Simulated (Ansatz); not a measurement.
Start from `[CH3][Nb](=[O])([OH])[F]` and change one atom or group to get `[O]=[Nb]([OH])([F])[Cl]`.

Ansatz, PBE0-D4/def2-TZVP geometries, multiplicity 1. Each molecule was computed in one conformer, which needn't be the lowest.

Elements past krypton have def2 core potentials.

```csv
property,`[CH3][Nb](=[O])([OH])[F]`
LUMO energy (B3LYP/def2-TZVPP) / eV,-1.94
"ideal-gas entropy at 298 K and 1 bar (rigid rotor, harmonic PBE0-D4/def2-TZVP) / J/(mol·K)",360
LUMO energy (ωB97M-V/def2-TZVPP) / eV,0.50
HOMO energy (PBE0/def2-TZVPP) / eV,-8.53
LUMO energy (PBE/def2-TZVPP) / eV,-2.54
HOMO–LUMO gap (PBE0/def2-TZVPP) / eV,6.86
```

Question: Give the same properties after the change, and the shifts. (An estimate is asked.)

Answer: The calculation gave: 
```json
{"property": "LUMO energy (B3LYP/def2-TZVPP) / eV", "`[O]=[Nb]([OH])([F])[Cl]`": "-2.39", "shift": "-0.45"}
{"property": "ideal-gas entropy at 298 K and 1 bar (rigid rotor, harmonic PBE0-D4/def2-TZVP) / J/(mol·K)", "`[O]=[Nb]([OH])([F])[Cl]`": "348", "shift": "-12"}
{"property": "LUMO energy (ωB97M-V/def2-TZVPP) / eV", "`[O]=[Nb]([OH])([F])[Cl]`": "0.02", "shift": "-0.48"}
{"property": "HOMO energy (PBE0/def2-TZVPP) / eV", "`[O]=[Nb]([OH])([F])[Cl]`": "-9.53", "shift": "-1.00"}
{"property": "LUMO energy (PBE/def2-TZVPP) / eV", "`[O]=[Nb]([OH])([F])[Cl]`": "-2.92", "shift": "-0.38"}
{"property": "HOMO–LUMO gap (PBE0/def2-TZVPP) / eV", "`[O]=[Nb]([OH])([F])[Cl]`": "7.38", "shift": "0.52"}
```

With PBE0 the HOMO falls by 1.00 eV and the LUMO falls by 0.48 eV, so the gap widens by about 0.52 eV. PBE moves the HOMO by -0.91 eV and ωB97M-V by -0.96 eV. The zero-point energy changes by -87.8 kJ/mol with -9 modes.

B3LYP here is the variant with VWN-RPA as its local correlation; programs differ in this.
